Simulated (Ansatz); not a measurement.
Input file for `C=C[Si](O)(O)C=C`:

```yaml
crystal:
  periodic: [false, false, false]
  atoms:
    - {symbol: C, position_ang: [-1.939380, 1.013381, -0.940368]}
    - {symbol: C, position_ang: [-0.795548, 0.367872, -1.155736]}
    - {symbol: Si, position_ang: [0.650947, 0.439635, -0.002021]}
    - {symbol: O, position_ang: [2.044840, 0.828602, -0.787863]}
    - {symbol: O, position_ang: [0.238936, 1.588545, 1.106046]}
    - {symbol: C, position_ang: [1.024085, -1.197521, 0.783450]}
    - {symbol: C, position_ang: [0.104510, -2.145861, 0.943200]}
    - {symbol: H, position_ang: [-2.079889, 1.628231, -0.056546]}
    - {symbol: H, position_ang: [-2.775142, 0.958994, -1.633190]}
    - {symbol: H, position_ang: [-0.706716, -0.236197, -2.058013]}
    - {symbol: H, position_ang: [2.052088, 1.657477, -1.269174]}
    - {symbol: H, position_ang: [0.735055, 1.604958, 1.925051]}
    - {symbol: H, position_ang: [2.037809, -1.399962, 1.127740]}
    - {symbol: H, position_ang: [-0.919852, -2.007170, 0.606818]}
    - {symbol: H, position_ang: [0.328245, -3.100993, 1.410607]}
basis:
  gaussian: {orbitals: def2-TZVPP}
correlation: {method: ccsd_t}
```

```sh
$ ansatz run in.yaml --threads 2 --pin off --events-out ev --progress --plain --max-ram 22528MiB --backend cuda --devices 0, --max-vram 18GiB
```

The program prints (abridged):

```
Functional definition: HF
2031 factors; integrals over basis functions are off by at most 8.5e-4 eV
mean field evaluation 1: about -16184.3651 eV, gradient 5.6e1 eV
mean field evaluation 2: about -16184.7427 eV, gradient 5.6e1 eV
mean field evaluation 4: about -16191.0239 eV, gradient 5.0e0 eV
mean field evaluation 8: about -16191.1121 eV, gradient 2.0e-1 eV
mean field -16191.11229079 eV, -595.0124019564 hartree, gradient 7.7e-6 eV, S^2 0.000000; 0 other end points of the search recorded, 0 dependent functions left out
11 core orbitals not correlated: weight in the atoms' cores, before any rotation towards them, 1.000 or more for the frozen orbitals, at most 0.000 for the correlated occupied ones
reference -16191.11229079 eV, -595.0124019564 hartree; 20, 20 occupied and 309, 309 virtual orbitals, 2031 factors
second order -33.68968296 eV of doubles, -0.00000000 eV of singles
cycle   1  -33.95617414 eV  change   -2.7e-1 eV  update   1.2e-1
cycle   2  -34.74703590 eV  change   -7.9e-1 eV  update   3.7e-2
cycle   3  -34.92798041 eV  change   -1.8e-1 eV  update   1.9e-2
cycle   4  -34.91477202 eV  change    1.3e-2 eV  update   5.0e-3
cycle   5  -34.91386498 eV  change    9.1e-4 eV  update   2.2e-3
cycle   6  -34.91548524 eV  change   -1.6e-3 eV  update   5.9e-4
cycle   7  -34.91533657 eV  change    1.5e-4 eV  update   2.4e-4
cycle   8  -34.91523988 eV  change    9.7e-5 eV  update   7.5e-5
cycle   9  -34.91526368 eV  change   -2.4e-5 eV  update   3.2e-5
perturbative correction -1.47405630 eV, -0.0541705700 hartree
Total energy: -16227.50161078 eV, -596.3496848004 hartree
```

Run time 8 s (2 threads of an AMD EPYC 7R13 on a shared host and a share of an NVIDIA H100 80 GB); peak host memory 0.88 GiB.

MP2 recovers 92.6 % of the CCSD(T) correlation energy and the triples give 4.1 %; T1 = 0.0118.
